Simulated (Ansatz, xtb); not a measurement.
## Relative energy of two isomers of C7H5Br

Structure a is `C#CC1=CC=C(Br)C1`, a singlet and structure b is `C#CC1=C(Br)C=CC1`, a singlet. Both are isolated molecules in the gas phase, relaxed with B3LYP/def2-SVP.

Quicker runs give these differences E(b) − E(a): GFN2-xTB +0.028 eV; HF/STO-3G +0.007 eV (at GFN2-xTB geometries); r2SCAN-D4/def2-SVP +0.016 eV (at GFN2-xTB geometries).

Problem. Estimate E(b) − E(a) at the level CCSD(T)/def2-SVP + ΔMP2/def2-TZVPP.

Solution. CCSD(T)/def2-SVP + ΔMP2/def2-TZVPP gives E(b) − E(a) = −0.008 eV, slightly favouring structure b, which is too small a margin to settle the true order.

The same difference at several levels:

```csv
level,geometry,E(b) − E(a) (eV),departure from the last row (eV),"job, with rough time for the two"
GFN2-xTB,GFN2-xTB,+0.028,+0.036,"optimisation, 0.16 s"
HF/STO-3G,GFN2-xTB,+0.007,+0.015,"single point, 0.76 s"
r2SCAN-D4/def2-SVP,GFN2-xTB,+0.016,+0.024,"single point, 7.5 s"
B3LYP/def2-SVP,B3LYP/def2-SVP,+0.029,+0.037,"optimisation, 65 s"
HF/def2-SVP,B3LYP/def2-SVP,+0.038,+0.046,part of the CCSD(T) run
MP2/def2-SVP,B3LYP/def2-SVP,−0.007,+0.001,part of the CCSD(T) run
CCSD(T)/def2-SVP,B3LYP/def2-SVP,+0.012,+0.020,single point
CCSD(T)/def2-SVP + ΔMP2/def2-TZVPP,B3LYP/def2-SVP,−0.008,,"single point, 3.8 min"
```

As drawn, both hold the same kinds of bond in the same numbers.

The largest departure from CCSD(T)/def2-SVP + ΔMP2/def2-TZVPP is that of HF/def2-SVP, 0.046 eV. The last row adds to CCSD(T) the change of the MP2 difference between the two basis sets, here −0.020 eV.

With thermal terms from frequencies at re-optimised GFN2-xTB minima (ideal gas, soft modes damped towards free rotors, one conformer each, 298.15 K, 1 atm): on the last row, ΔE + ΔZPE = −0.010, ΔH = −0.010, ΔG = −0.009 eV.

The correlated steps freeze 16 core orbitals; the filled d shell of Br is correlated, in a basis made for valence electrons. Codes used: Ansatz 0.2.0, xtb 6.7.1; the last row on 2 threads of Arm Neoverse V2 on a shared host.
